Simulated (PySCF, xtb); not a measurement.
W(S)2(Cl)(NH2) (ClH2NS2W), SMILES [NH2][W](=[S])(=[S])[Cl], multiplicity 1. Other conformers were not sampled.

Harmonic wavenumbers (cm⁻¹) from GFN2-xTB in xtb at its own minimum, in rising order: 112, 123, 138, 147, 165, 289, 346, 493, 495, 516, 540, 579, 1440, 3257, 3274.

Question: What does PySCF 2.14.0 with PBE0-D3(BJ)/def2-SVP give at its own minimum? (The exact figures need the calculation; the answer reports its results.)

Answer: 136, 136, 174, 182, 209, 383, 401, 557, 557, 560, 672, 733, 1500, 3569, 3675. Paired by order, the mean absolute difference is 102 cm⁻¹ and the zero-point energies are 17.0 and 19.2 kcal/mol.
